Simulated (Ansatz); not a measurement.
A set of 12 reactions (redistribution), with CCSD(T)/CBS values in kJ/mol:

```csv
reaction,ΔE
`[CH3][Mo](=[O])(=[O])[F]` + `CO[CH2][AlH][F]` → `[O]=[Mo](=[O])([F])[F]` + `CO[CH2][AlH][CH3]`,80.8
`C[CH2][Ge][F]` + `BB(C)O` → `[OH][Ge][F]` + `BB(C)CC`,-1.3
`F[CH2][SnH2][Cl]` + `[CH3][InH][O][SiH3]` → `[SiH3][O][SnH2][Cl]` + `[CH3][InH][CH2]F`,30.8
`[F][AlH][SiH2]Cl` + `NC[SiH2][GeH3]` → `NC[SiH2][SiH2]Cl` + `[F][AlH][GeH3]`,-10.5
`C=C=N[SiH](F)F` + `[BH2][AlH2]` → `F[SiH](F)[AlH2]` + `BN=C=C`,-59.6
`[OH][Ga]([F])[SH]` + `CBCO` → `O[CH2][Ga]([OH])[F]` + `CBS`,14.2
`C[O][Ge][Cl]` + `C[N](C)[In]([Cl])[Cl]` → `C[N](C)[Ge][Cl]` + `C[O][In]([Cl])[Cl]`,5.5
`C[SiH](O)[SiH](O)O` + `[OH][GeH2][CH2][SiH](O)F` → `O[SiH](O)C[SiH](O)F` + `C[SiH](O)[GeH2][OH]`,-37.3
`C[O][GeH]([Cl])[S]C` + `CO[SiH2][SeH]` → `C[O][GeH]([Cl])[SeH]` + `CO[SiH2]SC`,-12.9
`[F][Ti]([F])([F])[Cl]` + `OBS` → `[F][Ti]([F])([SH])[Cl]` + `OBF`,-12.1
`[F][Ti]([F])([F])[Cl]` + `[CH3][GeH]([F])[SH]` → `[F][Ti]([F])([F])[SH]` + `[CH3][GeH]([F])[Cl]`,27.9
`[SiH3][S][SnH3]` + `OCOC[SiH3]` → `[SiH3]C[O][SnH3]` + `OCS[SiH3]`,58.1
```

Computed with Ansatz on PBE0-D4/def2-TZVP structures; ΔE is electronic, products minus reactants. CBS: MP2 limit from def2 TZ/QZ plus the TZ coupled-cluster correction, frozen cores. This one scheme is used for every species. DFT in def2-TZVPP. B3LYP here is the variant with VWN-RPA as its local correlation; programs differ in this. Elements past krypton have def2 core potentials. For Ga, Ge, In, Mo, Se, Sn, Ti outer-core shells are correlated without core-valence functions, which leaves a few kJ/mol of doubt a bond. Scalar relativity is left out up to krypton. Each species was taken in one conformer, which may not be the lowest.

Problem. Give the mean, mean absolute and largest difference (level minus CCSD(T)/CBS, kJ/mol) for: PBE-D4, r2SCAN-D4, B3LYP-D4, B2PLYP, PBE, r2SCAN, B3LYP, HF/def2-TZVPP, MP2/def2-TZVPP, SCS-MP2/def2-TZVPP, CCSD(T)/def2-TZVPP, SCS-MP2/def2-QZVPP, HF/CBS(def2), CCSD/CBS(def2). (An estimate is asked.)

Solution. Ansatz gave: 
| level | mean | mean absolute | largest |
| --- | --- | --- | --- |
| PBE-D4 | -5.1 | 7.6 | -29.1 |
| r2SCAN-D4 | -3.5 | 5.7 | -21.9 |
| B3LYP-D4 | -3.0 | 3.9 | -14.1 |
| B2PLYP | -2.2 | 2.6 | -10.7 |
| PBE | -4.9 | 7.6 | -30.8 |
| r2SCAN | -3.4 | 5.7 | -21.6 |
| B3LYP | -2.6 | 4.1 | -16.8 |
| HF/def2-TZVPP | 5.4 | 6.8 | 23.1 |
| MP2/def2-TZVPP | -0.7 | 1.6 | -5.7 |
| SCS-MP2/def2-TZVPP | 0.0 | 1.6 | -5.3 |
| CCSD(T)/def2-TZVPP | 0.4 | 1.2 | 3.5 |
| SCS-MP2/def2-QZVPP | -0.2 | 1.5 | 4.5 |
| HF/CBS(def2) | 5.2 | 7.0 | 23.9 |
| CCSD/CBS(def2) | 1.8 | 2.0 | 4.7 |

The largest T1 diagnostic in the set is 0.025, for `[F][Ti]([F])([SH])[Cl]` (customary mark 0.02).

CCSD(T)/CBS is a level of theory with its own doubt, and the functionals carry their triple-zeta basis error, so these figures describe this set and don't rank the functionals.
